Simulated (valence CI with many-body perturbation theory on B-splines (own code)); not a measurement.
## Level structure of Dy26+

Computed by relativistic CI+MBPT: four valence electrons over a frozen Dirac-Fock core [Kr], a basis of 7 s, 7 p, 8 d, 6 f, 4 g, 1 h functions for each j, with the one-electron correlation potential Σ1, the two-electron term Σ2, the three-electron term Σ3, Breit, model QED; selected CI, second order for the rest, scaled by the run's own slope (own B-spline code, finite nucleus).

No measured spectrum was set against this ion. As an estimate, large intervals hold to a few tenths of a per cent, small ones and those within an open d or f shell to about a per cent. Only levels of the ground parity were solved; by the run's estimate the other parity begins above the list, which can be wrong where configurations are misplaced.

Levels 1 to 31 of 31, with energies above the lowest level, (4d3/2^4) J=0. "Leading %" is the weight of the configuration and term that name the level; weights of strongly mixed levels are sums over their largest components and can fall short, so below about 35 % the name and the second component can differ from the true leading terms, or belong to a minority configuration. In the jj column 3d3/2^4 stands for four electrons in 3d with j = 3/2. Lifetimes count E1, E2, E3, M1 and M2 decay at the calculated energies, and are blank where another channel may lead or the interval is too uncertain; long ones can be off by a factor of two.

| No. | Configuration | Term | J | E (cm⁻¹) | Leading % | Lifetime | Second component | Leading jj |
| --- | --- | --- | --- | --- | --- | --- | --- | --- |
| 1 | 4d4 | 3P | 0 | 0 | 53 |  | 37 % 4d4 5D | 4d3/2^4 (94 %) |
| 2 | 4d4 | 5D | 1 | 51877 | 69 | 241 μs | 30 % 4d4 3P | 4d3/2^3 4d5/2 (95 %) |
| 3 | 4d4 | 5D | 2 | 78584 | 66 | 1.66 ms | 10 % 4d4 3D | 4d3/2^3 4d5/2 (69 %) |
| 4 | 4d4 | 3F | 4 | 84505 | 31 |  | 21 % 4d4 3H | 4d3/2^3 4d5/2 (93 %) |
| 5 | 4d4 | 5D | 3 | 89829 | 44 | 27.3 ms | 24 % 4d4 3F | 4d3/2^3 4d5/2 (74 %) |
| 6 | 4d4 | 5D | 0 | 129430 | 58 | 55.0 μs | 22 % 4d4 3P | 4d3/2^2 4d5/2^2 (92 %) |
| 7 | 4d4 | 5D | 4 | 135620 | 42 | 221 μs | 40 % 4d4 3H | 4d3/2^2 4d5/2^2 (90 %) |
| 8 | 4d4 | 3F | 2 | 139780 | 34 | 99.3 μs | 24 % 4d4 5D | 4d3/2^2 4d5/2^2 (75 %) |
| 9 | 4d4 | 3G | 3 | 141410 | 48 | 185 μs | 36 % 4d4 5D | 4d3/2^2 4d5/2^2 (75 %) |
| 10 | 4d4 | 3H | 5 | 152990 | 70 | 358 μs | 30 % 4d4 3G | 4d3/2^2 4d5/2^2 (99 %) |
| 11 | 4d4 | 3P | 1 | 158720 | 53 | 119 μs | 30 % 4d4 3D | 4d3/2^2 4d5/2^2 (88 %) |
| 12 | 4d4 | 3H | 6 | 161650 | 55 | 168 ms | 44 % 4d4 1I | 4d3/2^2 4d5/2^2 (97 %) |
| 13 | 4d4 | 3G | 4 | 171740 | 61 | 743 μs | 34 % 4d4 1G | 4d3/2^2 4d5/2^2 (95 %) |
| 14 | 4d4 | 3F | 3 | 173470 | 42 | 214 μs | 34 % 4d4 3D | 4d3/2^2 4d5/2^2 (89 %) |
| 15 | 4d4 | 3D | 2 | 174480 | 38 | 560 μs | 30 % 4d4 3P | 4d3/2^2 4d5/2^2 (92 %) |
| 16 | 4d4 | 3F | 4 | 203350 | 46 | 107 μs | 28 % 4d4 5D | 4d3/2 4d5/2^3 (52 %) |
| 17 | 4d4 | 3F | 2 | 204620 | 40 | 77.4 μs | 30 % 4d4 3P | 4d3/2^2 4d5/2^2 (83 %) |
| 18 | 4d4 | 3F | 3 | 219260 | 48 |  | 18 % 4d4 3G | 4d3/2 4d5/2^3 (91 %) |
| 19 | 4d4 | 3F | 4 | 228490 | 42 | 107 μs | 37 % 4d4 1G | 4d3/2^2 4d5/2^2 (60 %) |
| 20 | 4d4 | 3D | 1 | 231550 | 65 | 43.6 μs | 22 % 4d4 3P | 4d3/2 4d5/2^3 (91 %) |
| 21 | 4d4 | 3G | 5 | 231790 | 70 | 129 μs | 30 % 4d4 3H | 4d3/2 4d5/2^3 (99 %) |
| 22 | 4d4 | 1I | 6 | 236010 | 55 | 139 μs | 44 % 4d4 3H | 4d3/2 4d5/2^3 (97 %) |
| 23 | 4d4 | 3P | 2 | 237440 | 56 | 408 μs | 20 % 4d4 1D | 4d3/2^2 4d5/2^2 (72 %) |
| 24 | 4d4 | 3P | 0 | 250380 | 50 |  | 49 % 4d4 1S | 4d3/2 4d5/2^3 (75 %) |
| 25 | 4d4 | 3F | 2 | 255470 | 58 | 63.4 μs | 34 % 4d4 3P | 4d3/2 4d5/2^3 (72 %) |
| 26 | 4d4 | 1F | 3 | 258450 | 41 |  | 33 % 4d4 3D | 4d3/2 4d5/2^3 (94 %) |
| 27 | 4d4 | 3F | 3 | 291310 | 68 |  | 28 % 4d4 1F | 4d3/2 4d5/2^3 (99 %) |
| 28 | 4d4 | 3P | 1 | 292030 | 93 | 65.2 μs | 5 % 4d4 3D | 4d3/2 4d5/2^3 (96 %) |
| 29 | 4d4 | 1S | 0 | 293680 | 53 |  | 43 % 4d4 3P | 4d3/2^2 4d5/2^2 (60 %) |
| 30 | 4d4 | 1G | 4 | 296900 | 77 |  | 16 % 4d4 3F | 4d3/2 4d5/2^3 (83 %) |
| 31 | 4d4 | 1D | 2 | 302170 | 60 | 77.8 μs | 25 % 4d4 3P | 4d3/2 4d5/2^3 (56 %) |

The ionisation energy to 4d3 4F_3/2 of the next ion comes out as 925.85 eV (NIST: 924 ± 4 eV (theoretical)). All 31 levels together are meant to be complete up to 314270 cm⁻¹.
